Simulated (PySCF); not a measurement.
A species of formula CH8GeN2 has this rotational fingerprint, computed with PySCF, PBE0-D3(BJ)/def2-SVP geometry optimisation, gas phase:

```
Rotational constants : A = 7202, B = 3499, C = 2552 MHz
Dipole components    : |μa| = 0.12 D, |μb| = 0.35 D, |μc| = 0.43 D
Inertial defect      : -16.57 u·Å²
κ                    : -0.59
```

Task: Which structure is it? (One computed conformer of each.)
A. `[CH3:1][NH:2][GeH2:3][NH2:4]` with C1–N2–Ge3–N4 49°, N2–Ge3–N4–H -155° and 76°
B. `[NH2:1][CH2:2][GeH2:3][NH2:4]` with H–N1–C2–Ge3 180° and 62°, N1–C2–Ge3–N4 -36°, C2–Ge3–N4–H 82° and -155°

Result: B. It is N[CH2][GeH2][NH2], an asymmetric top, point group C1. The candidates at the same level (rigid rotor, commonest isotopes):

```tsv
SMILES	A (MHz)	B (MHz)	C (MHz)	μa (D)	μb (D)	μc (D)	Δ (u·Å²)	point group	rotor
C[NH][GeH2][NH2]	8114	3184	2533	0.69	0.53	1.06	-21.50	C1	asymmetric top
N[CH2][GeH2][NH2]	7202	3499	2552	0.12	0.35	0.43	-16.57	C1	asymmetric top
```

`C[NH][GeH2][NH2]` has A 13 % too high. No structure here is proved a minimum.
